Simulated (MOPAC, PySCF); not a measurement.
[Zn(Cl)2], neutral singlet in the gas phase. 

Cartesian coordinates (Å):
```xyz
3

Zn     0.0000     0.0000     0.0000
Cl     2.0141     0.2813     0.4786
Cl    -2.0141    -0.2813    -0.4786
```
Charge 0, multiplicity 1.

All levels are single points at this geometry (r2SCAN-D4/def2-SVP); Pople sets use spherical d functions. Orbital energies aren't observables, and empty levels follow the basis.

TPSSh-D3(BJ)/def2-TZVP in PySCF gives HOMO (eV) = -8.39.

Problem. Estimate the HOMO (eV) from each of these levels: B3LYP/3-21G in PySCF; B3LYP/LANL2DZ in PySCF; SVWN5/6-31G* (LANL2DZ on Zn) in PySCF; HF/6-31G* (LANL2DZ on Zn) in PySCF; PM7 in MOPAC.

Solution. 
| level | HOMO (eV) |
|---|---|
| B3LYP/3-21G in PySCF | -8.82 |
| B3LYP/LANL2DZ in PySCF | -8.94 |
| SVWN5/6-31G* (LANL2DZ on Zn) in PySCF | -7.92 |
| HF/6-31G* (LANL2DZ on Zn) in PySCF | -12.46 |
| PM7 in MOPAC | -11.27 |
